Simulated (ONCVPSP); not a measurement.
## Building the ONCV potential for Al (Z = 13) (PBEsol, scalar-relativistic).

ONCVPSP 4.0.1 input, shortened (lines: element, Z, core and valence counts, functional; n l f; lmax; l rc ep ncon nbas qcut; lloc lpopt rc5 dvloc0; l nproj debl; icmod fcfact rcfact), PBEsol, scalar-relativistic:

```
  Al 13.00    3    2  -116133      upf
    1    0    2.00
    2    0    2.00
    2    1    6.00
    3    0    2.00
    3    1    0.50
    2
    0    1.60    0.00    5    8    4.20
    1    1.90    0.00    4    9    5.00
    2    1.90    0.06    3    8    5.30
    4    5    1.05    3.00
    0    2    2.80
    1    2    2.40
    2    1    0.40
    2    0.35    0.70
```

**Question.** Does the generator finish with these settings?

**Answer.** Yes, a potential is produced and its reference levels are reproduced.

**Question.** Estimate the cutoffs (Ha) at which the residual kinetic energy of the hardest occupied pseudo-wave falls to 1 and 0.1 mHa per electron.

**Answer.** 47 Ha and 62 Ha.

**Question.** What does a ghost test show?

**Answer.** Ghosts flagged at negative energy: s at -97.1 eV; no localised positive-energy state flagged. A true bound ghost makes a file unfit for plane-wave use.

**Question.** Which valence shell sets the plane-wave cutoff?

**Answer.** 3s: 47 Ha for 1 mHa per electron, against 2 Ha for 3p.

**Question.** Tests: 3s2 3p1; 3s2 3p0; 3s1 3p0; 3s1 3p2. Which has the largest error in its energy relative to the reference configuration, and how large is it?

**Answer.** 3s1 3p0, with +10 meV (all-electron minus pseudo) on +22.83 eV.
